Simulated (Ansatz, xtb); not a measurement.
**Relaxing a trial structure of CCl2FSi+**

The starting geometry of this gas-phase singlet has its atoms placed at random.

```xyz
5

C     0.3905    0.4153    0.4829
Cl    1.0597    1.6848   -0.4193
Cl    1.7538   -0.9780   -0.0441
F     1.3739   -0.6037    1.2680
Si    0.0698   -1.7545   -0.0433
```

Problem. Guess where an optimisation with r2SCAN-D4/def2-SVP ends from this start.

Solution. It ends as a structure given below by its coordinates. Distances that change by over a tenth: Cl3–Si5 (1.85 → 2.07 Å). Contacts that open: C1–Cl3 (2.02 → 2.84 Å), Cl3–F4 (1.42 → 3.49 Å). Contacts that close: C1–F4 (1.62 → 1.27 Å), C1–Si5 (2.26 → 2.04 Å).

The energy falls by 14.06 eV over 15 steps:

| step | E − E(last) (eV) |
| --- | --- |
| 1 | 14.063 |
| 3 | 6.199 |
| 4 | 3.917 |
| 6 | 1.036 |
| 7 | 0.182 |
| 9 | 0.069 |
| 10 | 0.030 |
| 12 | 0.005 |
| 13 | 0.000 |
| 15 | 0.000 |

Final geometry (Å):

```tsv
atom	x (Å)	y (Å)	z (Å)
C	0.7333	0.2228	0.6151
Cl	0.7333	1.6823	-0.1706
Cl	1.9976	-1.8863	-0.7986
F	1.1326	0.2494	1.8234
Si	0.0509	-1.5043	-0.2251
```

From the same start GFN2-xTB reaches the same bonding as this run.

From so rough a start the end depends on the optimiser's path, so another program may land elsewhere. The end wasn't checked by frequencies. Run with Ansatz 0.2.0, 47 s on 1 thread of Intel(R) Xeon(R) Platinum 8259CL CPU @ 2.50GHz (Skylake/Cascade Lake), with other jobs on the host.
